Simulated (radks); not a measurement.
Results of a calculation; reference values are marked as such.
Task: These are the eigenvalues of the occupied orbitals of an atom or ion with whole-number occupations (eV). Level of theory: scalar-relativistic Kohn-Sham, r2SCAN, spin-polarised, spherical densities, finite nucleus; meta-GGA in the generalised Kohn-Sham scheme; Fermi nuclear charge, rms radius of each element as measured or else 0.836 A^(1/3) + 0.57 fm (a radial shooting solver on a logarithmic mesh with Libxc functionals).

1s up: -8125.983
1s down: -8110.272
2s up: -1728.742
2s down: -1701.682
2p up: -1640.333

Which element is it, and in what charge state? The configuration may be excited. Open shells, if any, are filled with parallel spins first.

Result: Z = 26, iron, charge +20: Fe20+ in [He] 2s2 2p2. The list shows which subshells hold electrons but not how many an open one holds; the 1s level, -298.62 hartree, gives Z - s = 24.4 by -(Z - s)^2/2, which with screening and relativity narrows Z to a few neighbours, and the depths of the outer levels then fix element, charge and occupations together.
